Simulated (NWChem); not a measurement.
**Basis-set convergence for FIn**

```xyz
2

In     0.0000     0.0000    -0.3098
F      0.0000     0.0000     1.6864
```
Charge 0, spin multiplicity 1.

All runs are NWChem calculations. All single points use one geometry, from PBE0/def2-SVP with def2 effective core potentials on In, a minimum by its harmonic frequencies.

Quantity: vertical ionisation energy at the level ΔMP2 (Δ: difference of total energies, the cation a doublet at the parent's geometry with its hole in an orbital of symmetry a1 (C2v labels); it is the state that the SCF runs reached, from PBE0 orbitals for Hartree-Fock references, and need not be the lowest).

Effective core potentials replace the inner electrons of In; spin-orbit coupling is left out. The correlated methods keep 5 core orbitals frozen. The structure started from a generated list of species. No SCF solution was tested for a lower state. Open-shell Hartree-Fock references start from PBE0 orbitals; any time given for them includes that run.

Costs are rough ratios of processor time within this set of runs, SCF included, with def2-SVP as 1.

| basis | functions | vertical ionisation energy (eV) | relative cost |
|---|---|---|---|
| def2-SVP | 40 | 9.47 | 1 |
| def2-SVPD | 55 | (withheld) | under 3 |
| def2-TZVP | 81 | 10.11 | under 3 |
| def2-TZVPP | 81 | 10.11 | under 3 |
| def2-TZVPD | 96 | (withheld) | 4 |
| def2-QZVP | 139 | (withheld) | 20 |

### Question
Some entries are withheld; supply them.

### Answer

- def2-SVPD, vertical ionisation energy (eV): 9.68
- def2-TZVPD, vertical ionisation energy (eV): 10.15
- def2-QZVP, vertical ionisation energy (eV): 10.26
